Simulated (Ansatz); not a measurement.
Sn₁₀H₁₅²⁺, a cluster with a defect cut from the lattice of tin (one cap removed), relaxed as a doublet with UKS PBE-D4/def2-SVP in Ansatz, starting from the PBE-D4/def2-SVP geometry of the charge +1 singlet. Force threshold 0.03 eV/Å.

In the def2 sets Sn takes a core potential; there is no spin–orbit coupling. The relaxation made no stability test and no search for a lower SCF solution.

Start:

```xyz
25

Sn   -2.719    1.028    1.789
Sn   -1.802    0.193   -2.639
Sn    0.964    3.056   -0.107
Sn    1.709   -0.324    2.939
Sn    2.583   -1.151   -1.500
Sn   -1.080   -3.218    0.367
Sn   -1.655    2.147   -0.613
Sn   -0.895   -1.078    2.185
Sn   -0.080   -1.940   -1.983
Sn    2.604    0.843    0.492
H    -4.304    0.373    1.593
H    -2.649    2.099    3.141
H    -3.425   -0.371   -2.822
H    -1.239    0.901   -4.112
H     0.978    4.195    1.192
H     1.562    3.782   -1.557
H     1.615    0.802    4.245
H     2.597   -1.733    3.393
H     3.205   -0.460   -2.957
H     3.541   -2.503   -1.013
H    -2.730   -3.704    0.232
H    -0.088   -4.518    0.919
H    -2.746    3.465   -0.917
H    -0.166   -3.217   -3.159
H     4.222    1.331    0.893
```

```tsv
step	energy (eV)	largest force component (eV/Å)	SCF passes
1	-58544.6071	0.678	106
2 (rejected)	-58544.4546	0.901	36
3	-58544.7668	0.114	37
4	-58544.7984	0.135	35
5	-58544.8350	0.124	30
6	-58544.8674	0.192	28
7	-58544.8968	0.197	27
8	-58544.9301	0.118	26
9	-58544.9733	0.152	22
10	-58545.0381	0.192	22
11	-58545.1258	0.212	22
12	-58545.2231	0.195	22
13	-58545.3236	0.186	25
14	-58545.3772	0.116	25
15 (rejected)	-58545.3601	0.352	25
16	-58545.3899	0.033	21
17	-58545.3925	0.062	21
18	-58545.3971	0.021	21
19	-58545.3993	0.026	21
```

Force components are those of the run's own axes.

End:

Cartesian coordinates in Å:
```
Sn -3.0021 1.2098 1.9273
Sn -1.8077 -0.1634 -2.8057
Sn 1.3172 3.0656 0.0335
Sn 1.6678 -0.0705 2.8720
Sn 2.7244 -1.1362 -1.6566
Sn -1.2236 -3.0857 0.1753
Sn -1.0406 1.5126 -0.5823
Sn -0.8685 -0.7354 1.7527
Sn 0.1128 -2.1508 -2.1574
Sn 2.9153 0.7582 0.4567
H -4.5827 0.7073 1.4772
H -2.8174 2.4855 3.0642
H -3.4522 -0.5977 -2.5165
H -1.6038 0.9277 -4.1258
H 0.9206 3.9931 1.4337
H 1.4573 4.0097 -1.4047
H 1.4493 1.2105 4.0040
H 2.2130 -1.5488 3.5669
H 3.2759 -0.3736 -3.1010
H 3.6883 -2.4879 -1.1932
H -2.9134 -3.3396 -0.0579
H -0.4418 -4.3103 1.1017
H -2.6102 2.2408 0.3325
H 0.0806 -3.3788 -3.3778
H 4.5414 1.2576 0.7809
```

Bonds formed: Sn1–H23, Sn7–Sn8 (atoms count from 1).

The force fell under the threshold at step 18, but the optimiser went on and released 0.002 eV more. No frequencies were taken in this run, so the end may be a saddle point.

Run time 1.8 min (2 threads of AMD EPYC 7R13 on a shared host and a share (18 GiB) of an NVIDIA H100 80GB HBM3).
